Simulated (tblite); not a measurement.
C₆H₈FOS (doublet state).
Geometry (GFN2-xTB, Å), atoms numbered from 1 in this order:
```xyz
17
C6H8FOS angstrom
C      2.611    0.159   -0.434
C      1.365    0.408   -0.079
C      0.302   -0.658    0.081
C     -0.019   -0.741    1.523
S     -1.640   -0.280    1.989
O     -1.579    0.728    3.047
C     -1.805    0.584    0.308
F     -3.122    0.625   -0.048
C     -0.996   -0.274   -0.642
H      2.951   -0.839   -0.660
H      3.343    0.944   -0.519
H      1.046    1.412    0.158
H      0.706   -1.601   -0.309
H      0.662   -1.148    2.244
H     -1.461    1.616    0.422
H     -0.792    0.246   -1.579
H     -1.581   -1.169   -0.862
```

All values are computed: GFN2-xTB (tblite) harmonic vibrations without scaling, gas phase. The method is semi-empirical: single wavenumbers can be off by several per cent or more. One conformer, not necessarily the lowest. Open shells enter through the occupations alone, without spin polarisation, and single modes of such species can be off by tens of per cent.

Harmonic wavenumbers (cm⁻¹): 41.6, 62.5, 95.5, 213.3, 242.7, 267.2, 296.8, 335.5, 355.4, 394.9, 430.7, 472.1, 617.4, 648.0, 677.5, 759.0, 862.8, 895.3, 930.8, 989.8, 1002.8, 1014.1, 1038.3, 1071.2, 1108.5, 1119.9, 1139.8, 1169.6, 1207.3, 1219.2, 1244.4, 1258.6, 1290.9, 1315.3, 1404.9, 1466.0, 1694.5, 2892.8, 2945.3, 2985.6, 2995.2, 3078.7, 3101.2, 3129.9, 3146.8.

A = 2236, B = 1018, C = 797.9 MHz; mass 147.028 u (most abundant isotopes); point group C1, symmetry number 1; spin multiplicity 2.

Task: Zero-point energy?

Result: Half the sum of the wavenumbers: 27315 cm⁻¹ = 78.10 kcal/mol.

Task: Entropy at 200 K, 1 bar (ideal gas, RRHO, classical rotation)?

Result: Translation 38.91, rotation 28.37, vibration 17.92, spin (R ln 2) 1.38: S = 86.6 cal/(mol K).

Task: And Cp and H(200 K) − H(0)?

Result: Cp = 27.62 cal/(mol K), of which vibrations give 19.67 (their classical limit is 45 R = 89.4); H(200 K) − H(0) = 3.53 kcal/mol without the zero-point energy, 1.94 from vibrations.

Task: Which modes carry the vibrational entropy at 200 K?

Result: 41.6 cm⁻¹: 4.39; 62.5 cm⁻¹: 3.59; 95.5 cm⁻¹: 2.77; 213.3 cm⁻¹: 1.32; 242.7 cm⁻¹: 1.11; 267.2 cm⁻¹: 0.97 cal/(mol K); the other 39 give 3.76 together.

Task: How do the functions run with temperature in this model?

Result: 
```tsv
T (K)	S (cal/(mol K))	Cp (cal/(mol K))	H − H(0) (kcal/mol)	G − H(0) (kcal/mol)	ln q(vib)
50	61.0	12.7	0.51	-2.55	0.61
100	71.2	17.6	1.26	-5.87	1.75
298.15	99.4	37.3	6.71	-22.93	6.55
373.15	108.6	44.4	9.78	-30.73	8.39
500	123.0	54.5	16.08	-45.43	11.51
750	147.8	67.7	31.49	-79.38	17.42
1000	168.5	75.9	49.50	-119.00	22.89
```

q(vib) and H(0) count from the zero-point level.

Task: What must be added to the electronic energy to get the Gibbs energy at 200 K and 1 bar?

Result: ZPE + [H(200 K) − H(0)] − T·S = 78.10 + 3.53 − 17.32 = 64.31 kcal/mol.

Task: Blend soft modes into free rotors: weight 1/[1 + (100 cm⁻¹/ν̃)⁴] for the oscillator and the rest for a rotor with moment μB/(μ + B), μ = h/(8π²ν), B = 10⁻⁴⁴ kg m². What vibrational entropy results?

Result: 16.23 cal/(mol K) in place of 17.92, which changes −T·S at 200 K by +0.34 kcal/mol.

Hindered rotation and anharmonicity are outside this model. Other conformers, if any are populated, would add a mixing term that is left out. The structure is chiral; the term R ln 2 for an equal mix with its mirror image is left out.
